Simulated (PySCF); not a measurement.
Compound: C₃H₉OSi₂ (doublet state).
Structure used (GFN2-xTB), in Å, numbered top down from 1:
```xyz
15
C3H9OSi2 angstrom
C     -2.7311    0.9308   -0.6389
Si    -1.4644   -0.2405   -0.0204
C      0.2293    0.3355   -0.7847
C      1.2562   -0.6514   -0.4038
O      1.4662   -1.6628   -1.0452
Si     2.2877   -0.3635    1.1978
H     -3.1305    0.8781   -1.6370
H     -3.0931    1.7594   -0.0565
H     -1.6806   -1.6162   -0.4717
H     -1.3104   -0.1720    1.4373
H      0.1017    0.3646   -1.8664
H      0.4663    1.3279   -0.4104
H      2.2673   -1.6052    1.9637
H      1.6885    0.7446    1.9451
H      3.6426   -0.0212    0.7692
```

The hyperfine couplings belong to this conformer and change with its torsions.

As a line formula: `[CH2][SiH2]CC(=O)[SiH3]` [radical].

Method: PySCF 2.14.0, UKS B3LYP, pcH-1 on C H O Si, non-relativistic, mean-field spin-orbit, GIAO. The structure is a single GFN2-xTB conformer in the gas phase; no vibrational or solvent corrections. Couplings are sensitive to structure, and on GFN2-xTB geometries they can be far from those on DFT ones. Stability of the SCF solution: not tested.

(1) Predict the first-order ENDOR lines of H7/H8, H9/H10 and H11/H12 under fast tumbling at B = 1206.3 mT (Q band).

(2) Which pairs are centred on the nuclear Larmor frequency, and which on half the coupling?

(3) At what field would the lower line of H7/H8 fall to zero frequency?

Answers

(1) ν± = |νn ± a/2|, one line for each electron-spin manifold; νn = |g_N| × 7.62259 MHz/T × B.

```tsv
nuclei	isotope	g_N	νn (MHz)	a_iso (MHz)	lower line (MHz)	upper line (MHz)
H7/H8	1H	5.5857	51.36	-57.82	22.45	80.27
H9/H10	1H	5.5857	51.36	18.20	42.26	60.46
H11/H12	1H	5.5857	51.36	-2.29	50.21	52.51
```

(2) Centred on νn, since |a| < 2νn: H7/H8, H9/H10 and H11/H12. No pair has |a| > 2νn.

(3) Where νn = |a|/2, that is B = 28.91 MHz/(5.5857 × 7.62259 MHz/T) = 679 mT, as far as first order holds there.

Nuclei that the bonding pattern makes equivalent are averaged, as if the motion that swaps them (rotation, inversion, ring flip) were fast. The 1H value of +18.2 MHz is a mean of couplings from 5.6 to 30.7 MHz in this one geometry, not an average over conformers.
